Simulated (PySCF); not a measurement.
## Identify the compound

Molecular formula: C8H7F. Simulated spectra:

¹H NMR (500 MHz, computed): δ 7.53 (dd, J = 9.7, 4.9 Hz, 2H), 7.10 (dd, J = 9.7, 8.6 Hz, 2H), 6.58 (dd, J = 19.0, 12.4 Hz, 1H), 6.08 (d, J = 19.0 Hz, 1H), 5.52 (d, J = 12.4 Hz, 1H).

¹³C{¹H} NMR (computed): δ 170.2 (C, d, J = 317.9 Hz), 143.4 (CH), 136.4 (C), 133.3 (CH, d, J = 5.1 Hz, 2C), 120.6 (CH, d, J = 19.6 Hz, 2C), 118.2 (CH2).

One computed conformer, no solvent model, non-relativistic, averaged over atoms made equivalent by symmetry, fast rotation or ring inversion. Geometry: PBE0-D3(BJ)/def2-SVP; spin–spin couplings from B3LYP/pcJ-1 (spin–dipole term only in couplings to heteroatoms); PBE0/pcSseg-1 with gauge-including orbitals; PySCF.

Scale: ¹H (σ = 31.27 ppm) and ¹³C (σ = 184.41 ppm) vs TMS (reference shieldings calculated alike).

Question: Propose a structure and justify it.

Answer: 
1. The formula gives 5 degrees of unsaturation (1 ring in the answer).
2. 6 carbon signals for 8 carbons: some carbons are equivalent by symmetry or fast rotation.
3. Carbon types of the structure: 2 × C, 5 × CH, 1 × CH2, which accounts for all hydrogens.
4. δC 170.2: aromatic carbon bearing fluorine; the electronegative substituent deshields the carbon that carries it.
5. δC 143.4: alkene CH; as expected for a trigonal carbon in a double bond.
6. δC 136.4: substituted aromatic carbon.
7. δC 133.3, 120.6: aromatic CH.
8. δC 118.2: terminal =CH2 carbon; an sp2 carbon of a C=C bond.
9. δH 6.58: hydrogen on an alkene CH; attached to an sp2 carbon and in the plane of the double bond.
10. δH 6.08, 5.52: hydrogen on a terminal =CH2 carbon; attached to an sp2 carbon and in the plane of the double bond.
11. The protons at 6.08 and 6.58 share a coupling of 19.0 Hz (vicinal, trans across C=C).
12. The protons at 5.52 and 6.58 share a coupling of 12.4 Hz (vicinal, cis across C=C).
13. The protons at 7.53 and 7.10 share a coupling of 9.7 Hz (vicinal, an ortho-type coupling).

These data were computed for SMILES C=Cc1ccc(F)cc1.

The shifts were computed for this structure.

C–F couplings over four or more bonds (about 3 Hz to the para carbon of a fluoroarene) are left out. Common functionals overestimate the size of one-bond C–F couplings by tens of Hz; these are unscaled. Multiplet labels drop couplings under 1 Hz and merge nearly equal ones. Couplings among chemically equivalent protons are left out too, so labels in AA′BB′ or AA′XX′ sets are apparent multiplicities. Unscaled 3J(H,H) at this level run about 10 % above measured values. Shifts are as computed. Against solution values, carbons near 30 ppm lie about +2 ppm off and those near 130 ppm about +5 ppm. Of 1211 compounds with measured shifts, 218 miss one by over three times the rms of a fit or turn the order of signals round; such compounds aren't used in these exercises.
